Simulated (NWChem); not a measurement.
System: BSiH$_{4}$OCl; SMILES [SiH3]B(Cl)O

Here is an NWChem input.

```
start job
memory heap 200 mb stack 900 mb global 1100 mb
geometry units angstroms noautosym nocenter noautoz
  B      0.438769    -0.099822     0.005475
  Cl    -0.603476    -1.544302     0.070523
  O      1.770192    -0.257037    -0.038834
  H      2.047664    -1.183576    -0.030504
  Si    -0.417352     1.737611     0.000553
  H      0.598339     2.832908    -0.056904
  H     -1.243196     1.910818     1.236747
  H     -1.329764     1.864305    -1.179121
end
basis spherical
  * library def2-svp
end
dft
  xc b3lyp
  iterations 150
  mulliken
end
task dft energy
esp
  recalculate
  probe 0.07
  range 0.3
  factor 1.0
  spacing 0.02
end
task esp
```

NWChem printed, in part:

```
             Northwest Computational Chemistry Package (NWChem) 7.3.0
             --------------------------------------------------------

                             Geometry "geometry" -> ""
                             -------------------------

 Output coordinates in angstroms (scale by  1.889725989 to convert to a.u.)

  No.       Tag          Charge          X              Y              Z
 ---- ---------------- ---------- -------------- -------------- --------------
    1 B                    5.0000     0.43876900    -0.09982200     0.00547500
    2 Cl                  17.0000    -0.60347600    -1.54430200     0.07052300
    3 O                    8.0000     1.77019200    -0.25703700    -0.03883400
    4 H                    1.0000     2.04766400    -1.18357600    -0.03050400
    5 Si                  14.0000    -0.41735200     1.73761100     0.00055300
    6 H                    1.0000     0.59833900     2.83290800    -0.05690400
    7 H                    1.0000    -1.24319600     1.91081800     1.23674700
    8 H                    1.0000    -1.32976400     1.86430500    -1.17912100

 Effective nuclear repulsion energy (a.u.)     184.1468956007

                                 NWChem DFT Module
                                 -----------------

 Summary of "ao basis" -> "ao basis" (spherical)
 ------------------------------------------------------------------------------
       Tag                 Description            Shells   Functions and Types
 ---------------- ------------------------------  ------  ---------------------
 B                          def2-svp                 6       14   3s2p1d
 Cl                         def2-svp                 8       18   4s3p1d
 O                          def2-svp                 6       14   3s2p1d
 H                          def2-svp                 3        5   2s1p
 Si                         def2-svp                 8       18   4s3p1d

            General Information
            -------------------
          SCF calculation type: DFT
          Wavefunction type:  closed shell.
          No. of atoms     :     8
          No. of electrons :    48
           Alpha electrons :    24
            Beta electrons :    24
          Charge           :     0
          Spin multiplicity:     1
          Use of symmetry is: off; symmetry adaption is: off
          Maximum number of iterations: 150
          AO basis - number of functions:    84
                     number of shells:    40
          Convergence on energy requested:  1.00D-06
          Convergence on density requested:  1.00D-05
          Convergence on gradient requested:  5.00D-04

              XC Information
              --------------
                         B3LYP Method XC Potential
                     Hartree-Fock (Exact) Exchange  0.200
                        Slater Exchange Functional  0.800 local
                    Becke 1988 Exchange Functional  0.720 non-local
              Lee-Yang-Parr Correlation Functional  0.810
                  VWN I RPA Correlation Functional  0.190 local

             Grid Information
             ----------------
          Grid used for XC integration:  medium
          Radial quadrature: Mura-Knowles
          Angular quadrature: Lebedev.
          Tag              B.-S. Rad. Rad. Pts. Rad. Cut. Ang. Pts.
          ---              ---------- --------- --------- ---------
          B                   0.85       49           9.0       434
          Cl                  1.00       88          11.0       590
          O                   0.60       49          10.0       434
          H                   0.35       45          12.0       434
          Si                  1.10       88          10.0       590
          Grid pruning is: on
          Number of quadrature shells:   454
          Spatial weights used:  Erf1

      Superposition of Atomic Density Guess
      -------------------------------------

 Sum of atomic energies:        -849.25432810

      Non-variational initial energy
      ------------------------------

 Total energy =    -850.558054
 1-e energy   =   -1539.135467
 2-e energy   =     504.430517
 HOMO         =      -0.331698
 LUMO         =       0.015709

     ---------------------------------------------
      Total Density - Mulliken Population Analysis
     ---------------------------------------------

    Atom       Charge   Shell Charges
 -----------   ------   -------------------------------------------------------
    1 B    5     4.55   1.99  0.89  0.18  1.09  0.28  0.13
    2 Cl  17    17.30   2.00  1.99  1.22  0.70  5.94  2.16  3.27  0.01
    3 O    8     8.48   1.99  1.11  0.55  3.07  1.75  0.01
    4 H    1     0.67   0.52  0.08  0.06
    5 Si  14    13.81   2.00  1.99  1.02  0.30  5.94  1.18  1.28  0.09
    6 H    1     1.07   0.69  0.37  0.01
    7 H    1     1.06   0.69  0.36  0.01
    8 H    1     1.06   0.69  0.36  0.01

   convergence    iter        energy       DeltaE   RMS-Dens  Diis-err
 ---------------- ----- ----------------- --------- --------- ---------
 d= 0,ls=0.0,diis     1   -851.9074345300 -1.04D+03  1.42D-02  5.90D-01
 d= 0,ls=0.0,diis     2   -851.8759238362  3.15D-02  8.00D-03  1.01D+00
 d= 0,ls=0.0,diis     3   -851.9769476676 -1.01D-01  1.87D-03  4.45D-02
 d= 0,ls=0.0,diis     4   -851.9804733526 -3.53D-03  8.85D-04  6.13D-03
 d= 0,ls=0.0,diis     5   -851.9812745769 -8.01D-04  1.68D-04  2.47D-04
  Resetting Diis
 d= 0,ls=0.0,diis     6   -851.9813085563 -3.40D-05  2.07D-05  2.73D-06
 d= 0,ls=0.0,diis     7   -851.9813089150 -3.59D-07  5.86D-06  1.02D-07

         Total DFT energy =     -851.981308914983
      One electron energy =    -1542.094689210601
           Coulomb energy =      569.337699975704
    Exchange-Corr. energy =      -63.371215280825
 Nuclear repulsion energy =      184.146895600739

 Numeric. integr. density =       48.000012047774

                       DFT Final Molecular Orbital Analysis
                       ------------------------------------

 Vector   22  Occ=2.000000D+00  E=-3.319261D-01
              MO Center= -1.7D-01, -1.9D-01,  2.6D-02, r^2= 4.4D+00
   Bfn.  Coefficient  Atom+Function         Bfn.  Coefficient  Atom+Function
  ----- ------------  ---------------      ----- ------------  ---------------
    25      0.435594  2 Cl px                22      0.338936  2 Cl px
    37      0.210475  3 O  py                19      0.195829  2 Cl px
    59     -0.173360  5 Si px                 5      0.157490  1 B  py
    36      0.153480  3 O  px                80      0.144286  8 H  s
    75      0.141489  7 H  s                 40      0.129977  3 O  py

 Vector   23  Occ=2.000000D+00  E=-3.316053D-01
              MO Center= -3.4D-01, -1.0D+00,  5.5D-02, r^2= 2.8D+00
   Bfn.  Coefficient  Atom+Function         Bfn.  Coefficient  Atom+Function
  ----- ------------  ---------------      ----- ------------  ---------------
    27      0.568830  2 Cl pz                24      0.426928  2 Cl pz
    21      0.247898  2 Cl pz                38     -0.229523  3 O  pz
    41     -0.177023  3 O  pz                75     -0.109730  7 H  s
    80      0.106102  8 H  s                 64     -0.091567  5 Si pz
    61     -0.091056  5 Si pz                58      0.052614  5 Si pz

 Vector   24  Occ=2.000000D+00  E=-2.956449D-01
              MO Center= -1.6D-01,  1.2D-01,  2.3D-02, r^2= 3.7D+00
   Bfn.  Coefficient  Atom+Function         Bfn.  Coefficient  Atom+Function
  ----- ------------  ---------------      ----- ------------  ---------------
    26      0.373614  2 Cl py                 5      0.293555  1 B  py
    23      0.271939  2 Cl py                60      0.246790  5 Si py
    25     -0.207715  2 Cl px                 2     -0.192269  1 B  s
    63      0.175641  5 Si py                20      0.156951  2 Cl py
    22     -0.141886  2 Cl px                70      0.134919  6 H  s

 Vector   25  Occ=0.000000D+00  E=-3.664659D-02
              MO Center=  2.5D-01,  2.2D-01,  6.1D-03, r^2= 3.1D+00
   Bfn.  Coefficient  Atom+Function         Bfn.  Coefficient  Atom+Function
  ----- ------------  ---------------      ----- ------------  ---------------
     6      0.514094  1 B  pz                 9     -0.446167  1 B  pz
    64     -0.402114  5 Si pz                76      0.361102  7 H  s
    81     -0.361016  8 H  s                 27      0.281097  2 Cl pz
    41      0.276806  3 O  pz                38      0.269278  3 O  pz
    24      0.146224  2 Cl pz                75      0.125561  7 H  s

 Vector   26  Occ=0.000000D+00  E= 3.259369D-02
              MO Center=  1.1D+00, -2.8D-01, -1.3D-02, r^2= 5.9D+00
   Bfn.  Coefficient  Atom+Function         Bfn.  Coefficient  Atom+Function
  ----- ------------  ---------------      ----- ------------  ---------------
    48      0.947175  4 H  s                 35     -0.705281  3 O  s
    62      0.619850  5 Si px                71     -0.550255  6 H  s
    63      0.390748  5 Si py                76      0.378938  7 H  s
    81      0.379259  8 H  s                  3      0.273507  1 B  s
    40      0.240751  3 O  py                54     -0.198842  5 Si s

 Vector   27  Occ=0.000000D+00  E= 5.847280D-02
              MO Center=  5.0D-01,  6.2D-01, -1.1D-02, r^2= 6.6D+00
   Bfn.  Coefficient  Atom+Function         Bfn.  Coefficient  Atom+Function
  ----- ------------  ---------------      ----- ------------  ---------------
    62      1.137080  5 Si px                48     -0.854220  4 H  s
    71     -0.823572  6 H  s                  3     -0.653239  1 B  s
    55      0.467812  5 Si s                 76      0.425320  7 H  s
    81      0.425050  8 H  s                 35      0.403552  3 O  s
     7      0.277926  1 B  px                 8     -0.273718  1 B  py

     ---------------------------------------------
      Total Density - Mulliken Population Analysis
     ---------------------------------------------

    Atom       Charge   Shell Charges
 -----------   ------   -------------------------------------------------------
    1 B    5     5.04   1.99  0.87  0.11  1.54  0.40  0.14
    2 Cl  17    17.12   2.00  1.98  1.27  0.65  5.93  2.17  3.09  0.02
    3 O    8     8.06   1.99  1.09  0.53  2.91  1.54  0.01
    4 H    1     0.82   0.68  0.07  0.07
    5 Si  14    13.71   2.00  1.98  1.06  0.22  5.93  1.33  1.06  0.13
    6 H    1     1.08   0.74  0.33  0.01
    7 H    1     1.08   0.74  0.33  0.01
    8 H    1     1.08   0.74  0.33  0.01

     -------------------------------------------
      Total Density - Lowdin Population Analysis
     -------------------------------------------

    Atom       Charge   Shell Charges
 -----------   ------   -------------------------------------------------------
    1 B    5     5.40   1.96  0.58  0.29  1.42  0.82  0.32
    2 Cl  17    16.86   2.00  1.95  1.03  0.74  5.82  2.27  3.03  0.02
    3 O    8     7.95   1.97  0.85  0.55  2.71  1.85  0.02
    4 H    1     0.90   0.55  0.17  0.17
    5 Si  14    13.65   2.00  1.93  0.67  0.34  5.82  1.34  1.33  0.21
    6 H    1     1.09   0.64  0.42  0.02
    7 H    1     1.08   0.64  0.42  0.02
    8 H    1     1.08   0.64  0.42  0.02

     Multipole analysis of the density
     ---------------------------------

     L   x y z        total         alpha         beta         nuclear
     -   - - -        -----         -----         ----         -------
     0   0 0 0     -0.000000    -24.000000    -24.000000     48.000000

     1   1 0 0      0.444483     -0.086166     -0.086166      0.616814
     1   0 1 0     -0.480073     -1.130541     -1.130541      1.781008
     1   0 0 1     -0.006424     -0.847498     -0.847498      1.688572

     2   2 0 0    -28.692494    -90.277160    -90.277160    151.861825
     2   1 1 0     -2.617728      5.390035      5.390035    -13.397798
     2   1 0 1      0.059830      2.406007      2.406007     -4.752183
     2   0 2 0    -29.310211   -193.108867   -193.108867    356.907523
     2   0 1 1      0.082727      3.114297      3.114297     -6.145867
     2   0 0 2    -28.915167    -19.851330    -19.851330     10.787493

                     NWChem Electrostatic Potential Fit Module
                     -----------------------------------------

 Atom parameters

 Number of atoms is                                    8
 Number of basis functions is                         84

 Grid parameters

 Maximum number of grid points is                  38797
 Number of grid points is                          38796
 Grid range                                     0.300000 nm
 Grid spacing                                   0.020000 nm
 Probe radius                                   0.070000 nm
 Atom radius factor                             1.000000

 Atomic radii

    1    0.100000
    5    0.158000
    8    0.136000
   14    0.187000
   17    0.169000
 FASTESP  F
  using M.O. file = ./job.movecs

    Atom              Coordinates                           Charge

                                                  ESP

    1 B     0.043877   -0.009982    0.000548    0.392036
    2 Cl   -0.060348   -0.154430    0.007052   -0.221871
    3 O     0.177019   -0.025704   -0.003883   -0.548466
    4 H     0.204766   -0.118358   -0.003050    0.401617
    5 Si   -0.041735    0.173761    0.000055    0.247477
    6 H     0.059834    0.283291   -0.005690   -0.082463
    7 H    -0.124320    0.191082    0.123675   -0.094847
    8 H    -0.132976    0.186431   -0.117912   -0.093484
                                            ------------
                                                0.000000

 Dipole moment                                  0.588984

 Quadrupole moment Qxx                         -1.954586
                   Qyy                         -0.650504
                   Qzz                          2.605091

 RMS deviation kJ/mol                           0.061226

 RRMS %                                        33.514274
```

Level: B3LYP/def2-SVP. Geometry: optimised at PBE0/def2-SVP.
